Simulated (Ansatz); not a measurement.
Relaxation of CH6AlBO (10 atoms, charge 0, multiplicity 1), to a largest force component of 0.015 eV/Å in at most 40 steps.

All numbers below come from RKS revPBE/6-31G* (Ansatz).

```xyz
10
Properties=species:S:1:pos:R:3
B -1.352 0.662 -0.636
C -0.720 -0.631 -0.134
Al 0.921 -0.185 0.846
O 2.387 0.718 0.009
H -1.551 0.879 -1.823
H -1.778 1.534 0.123
H -0.437 -1.273 -0.994
H -1.377 -1.150 0.532
H 1.113 -0.598 2.432
H 2.877 -0.008 -0.352
```

Q: Where does it end, and by what steps?

A: The forces met the threshold. After 14 steps the energy has fallen by 0.757 eV; O4 moved furthest, 0.85 Å.

```
step  energy less start (eV)  largest force component (eV/Å)  accepted
   0                  0.0000                           2.954       yes
   1                 -0.3408                           1.198       yes
   2                 -0.4309                           1.363       yes
   3                 -0.5521                           0.749       yes
   4                 -0.6365                           0.475       yes
   5                 -0.6867                           0.277       yes
   6                 -0.7266                           0.403       yes
   7                 -0.7486                           0.108       yes
   8                 -0.7546                           0.044       yes
   9                 -0.7557                           0.106       yes
  10                 -0.7563                           0.044       yes
  11                 -0.7568                           0.032       yes
  12                 -0.7573                           0.025       yes
  13                 -0.7574                           0.017       yes
  14                 -0.7574                           0.012       yes
```

```xyz
10
Properties=species:S:1:pos:R:3
B -1.424 0.687 -0.528
C -0.817 -0.688 -0.236
Al 0.901 -0.164 0.655
O 2.291 -0.034 -0.378
H -1.217 1.246 -1.582
H -2.044 1.282 0.328
H -0.499 -1.300 -1.098
H -1.301 -1.287 0.559
H 1.048 0.030 2.243
H 3.146 0.175 0.040
```

Run time: 22 s on 1 thread of Intel(R) Xeon(R) 6975P-C (Granite Rapids), on a shared host, peak memory 0.16 GiB.
